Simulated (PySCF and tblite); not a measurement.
Results of a calculation; reference values are marked as such.
System: C₇H₉N, numbered as in [CH:1]#[C:2]/[CH:3]=[CH:4]/[CH:5]1[CH2:6][NH:7][CH2:8]1.

The path came from a restrained scan, a climbing-image band and a saddle search at GFN2-xTB; energies are PBE0/pcSseg-1 + D3(BJ), IEF-PCM benzene//GFN2-xTB, thermal terms GFN2-xTB. Rates follow Eyring's equation with the number of equivalent paths and no tunnelling. (PySCF 2.14 with density fitting, tblite 0.8.)

(1) Estimate the barrier and the room-temperature rate of the pyramidal inversion at N7.

Results:

(1) The electronic barrier is 5.8 kcal/mol and ΔG‡(298 K) 4.7 kcal/mol, over a Cs saddle with an imaginary mode of 642i cm⁻¹ (GFN2-xTB). With 1 equivalent path, k is 2.1×10⁹ s⁻¹, a mean lifetime of the start of 470 ps against this motion. The end lies 0.3 kcal/mol above the start in free energy.
